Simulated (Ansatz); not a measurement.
Molecule: LaCl3, net charge 0, singlet state. SMILES: [Cl][La]([Cl])[Cl]
Geometry: optimised at B3LYP-D3(BJ)/def2-TZVP (Ansatz, a first-principles code).

Computed values are from Ansatz. Cores are frozen in the correlated levels unless marked. UHF or UKS for open shells. Spin-orbit coupling is left out. The frozen core is the preceding noble-gas configuration, with the filled d and f shells of earlier blocks. In def2 rows, elements after Kr have scalar-relativistic effective core potentials. Basis-set limits of correlation are two-point, X^-3; Hartree-Fock from the larger set. [CCSD(T)-MP2]/basis is that difference in the basis named.

### Question
What is the vertical ionisation energy (to the doublet) at RI-MP2/CBS(def2-TZVPPD,def2-QZVPPD)+[CCSD(T)-MP2]/def2-TZVPPD?

### Answer
11.44 eV.

### Question
What is the T1 diagnostic at CCSD/def2-QZVPPD?

### Answer
0.008.

### Question
What is the total energy at CCSD(T)/CBS(def2-TZVPPD,def2-QZVPPD)?

### Answer
-1410.8266 Eh.

### Question
What is the dipole moment at CCSD(T)/def2-SVPD?

### Answer
3.24 D.
